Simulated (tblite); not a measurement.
Species: C₆H₅S (doublet state).
Numbering: `[CH3:1][C:2](=[S:3])/[CH:4]=[C:5]1[C:6]=[CH:7]/1` (hydrogens: H8, H9, H10 on C1; H11 on C4; H12 on C7)

Computed geometry: GFN2-xTB, gas phase. This method treats the open shell by occupation alone, without spin polarisation.

Question: What internal coordinates does the optimisation give?

Answer: 
| bond | length (bohr) |
| --- | --- |
| C1–C2 | 2.828 |
| C2=S3 | 3.160 |
| C2–C4 | 2.630 |
| C4=C5 | 2.587 |
| C5–C6 | 2.713 |
| C6=C7 | 2.589 |
| C5–C7 | 2.644 |
| C1–H8, C1–H9, C1–H10 | 2.058 |
| C4–H11 | 2.042 |
| C7–H12 | 2.010 |

Bonds in one row agree within 0.02 bohr and their mean is given. A selection of angles:
| angle | degrees |
| --- | --- |
| C2–C1–H8 | 109.7 |
| C2–C1–H10 | 110.6 |
| H8–C1–H9 | 108.3 |
| H8–C1–H10 | 108.6 |
| C1–C2–S3 | 118.3 |
| C1–C2–C4 | 120.6 |
| S3–C2–C4 | 121.1 |
| C2–C4–C5 | 123.0 |
| C2–C4–H11 | 118.7 |
| C5–C4–H11 | 118.3 |
| C4–C5–C6 | 152.6 |
| C4–C5–C7 | 149.6 |
| C6–C5–C7 | 57.8 |
| C5–C6–C7 | 59.8 |
| C6–C7–H12 | 153.2 |
| C5–C7–C6 | 62.4 |
| C5–C7–H12 | 144.4 |

Dihedral angles: C1–C2–C4–C5 0° (synperiplanar); C2–C4–C5–C6 162° (antiperiplanar); C4–C5–C6–C7 -178° (antiperiplanar); C4–C5–C7–C6 179° (antiperiplanar). The mirror-image conformer, all signs reversed, is as good.

Of the pairs four or more bonds apart, C1···C7 is among the closest relative to their van der Waals radii: 3.24 Å, 95 % of the sum of Bondi's values. The 6 C–C bonds span 1.369 Å (C4=C5, drawn double) to 1.496 Å (C1–C2, drawn single), a spread of 0.127 Å. C2 (carbon bonded to 2 C and S) is planar (angles 121.1°, 120.6° and 118.3°, sum 360.0°, 0.01 Å off the plane of its three neighbours). C6 (carbon bonded to 2 C) is bent (angle 59.8°). The 3-membered ring C5–C6–C7 has internal angles of 57.8° to 62.4°. C4 (carbon bonded to 2 C and H) is planar (angles 123.0°, 118.7° and 118.3°, sum 360.0°, 0.00 Å off the plane of its three neighbours). C5 (carbon bonded to 3 C) has angles 152.6°, 149.6° and 57.8°, sum 360.0°, 0.01 Å off the plane of its three neighbours.

Point group: C1 (no symmetry element, even within 0.4 Å). Its GFN2-xTB frequencies are all real (lowest 72 cm⁻¹).
